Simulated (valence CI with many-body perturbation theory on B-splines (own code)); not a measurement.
Results of a calculation; reference values are marked as such.
**Sensitivity of CI+MBPT for Cd⁴²⁺**

Method: configuration interaction combined with many-body perturbation theory (CI+MBPT): four valence electrons over a frozen Dirac-Fock core [He], radial functions for each j: 6 s, 6 p, 5 d, 3 f, 1 g, with the one-electron correlation potential Σ1 (screened to all orders), the two-electron term Σ2, the three-electron term Σ3, Breit, model QED; selected single and double excitations, second order for the rest, scaled by the run's own slope (own B-spline code, finite nucleus).

The last digits are not significant, and no measured levels were compared; by estimate large intervals hold to a few tenths of a per cent, small ones and those within an open d or f shell to about a per cent.

The reference run has the lowest level (2s^2 2p1/2^2) J=0 and an ionisation energy of 6881.49 eV. Its largest variational space holds 9999 state functions.

Levels are named by their leading jj configuration (3d3/2^4 stands for four electrons in 3d with j = 3/2), which in mixed levels can hold well under half, so a name can repeat and another be missing. Letters in brackets count levels of one name in rising energy.

Changed runs:
A. core polarisation of operators on → off; scale of Σ2 1 → 0.5
B. scale of Σ1 1 → 0; shift of the energy in Σ1 (hartree) 0 → 11.756
C. core polarisation of operators on → off
D. scale of Σ2 1 → -1 (bad on purpose)

Excitation energies of the reference run in cm⁻¹, and shifts in cm⁻¹:

| Level | Reference | A | B | C | D |
| --- | --- | --- | --- | --- | --- |
| (2s^2 2p1/2 2p3/2) J=1 | 1559640 | +167 | -590 | 0 | +668 |
| (2s^2 2p1/2 2p3/2) J=2 | 1674020 | +49 | -596 | 0 | +196 |
| (2s 2p1/2^2 2p3/2) J=2 | 2815760 | +551 | +1258 | 0 | +2204 |
| (2s 2p1/2^2 2p3/2) J=1 | 3252540 | +1026 | +1264 | 0 | +4103 |
| (2s^2 2p3/2^2) J=2 | 3317670 | +62 | -1157 | 0 | +247 |
| (2s^2 2p3/2^2) J=0 | 3596720 | -278 | -1157 | 0 | -1113 |
| (2s 2p1/2 2p3/2^2) J=2 [a] | 4294520 | +553 | +712 | 0 | +2212 |
| (2s 2p1/2 2p3/2^2) J=3 | 4539010 | +614 | +697 | 0 | +2455 |
| (2s 2p1/2 2p3/2^2) J=0 | 4790870 | +401 | +682 | 0 | +1605 |
| (2s 2p1/2 2p3/2^2) J=1 [a] | 4888610 | +1214 | +687 | 0 | +4830 |
| (2s 2p1/2 2p3/2^2) J=2 [b] | 4969850 | +1227 | +690 | 0 | +4906 |
| (2s 2p1/2 2p3/2^2) J=1 [b] | 5005310 | +1102 | +702 | 0 | +4431 |
| Ionisation energy (eV) | 6881.49 | +0.022 | -0.39 | 0 | +0.09 |

No effect on these energies: C.
